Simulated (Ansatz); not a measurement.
```xyz
12

C    -0.6013    1.3230   -0.8239
Si    0.4689    0.0739    0.0215
C    -0.1668   -1.6619   -0.0349
Cl    2.3706    0.1479   -0.7457
C     0.6218    0.5678    1.8056
N     0.6770    0.8695    2.9159
H    -0.6968    1.0827   -1.8854
H    -0.1746    2.3234   -0.7329
H    -1.5991    1.3303   -0.3776
H     0.5038   -2.3373    0.4992
H    -0.2480   -2.0015   -1.0701
H    -1.1554   -1.7179    0.4283
```

The species carries charge 0 and has multiplicity 1.

Q: List the PBE0/def2-TZVPP orbital energies in eV (Ansatz 0.2.0). (Best estimate.)

A: The calculation gave: Occupied: -2767.61, -1804.22, -391.67, -278.85, -278.45, -278.45, -259.47, -197.75, -197.62, -197.62, -146.41, -101.13, -101.08, -101.01, -25.48, -23.48, -20.72, -20.04, -16.05, -13.07, -12.49, -12.08, -11.99, -11.83, -10.95, -10.60, -10.41, -9.88, -9.84, -9.40, -9.10. Lowest empty: -0.59, -0.30, 0.63, 1.61, 1.96, 2.02, 2.12, 2.32.
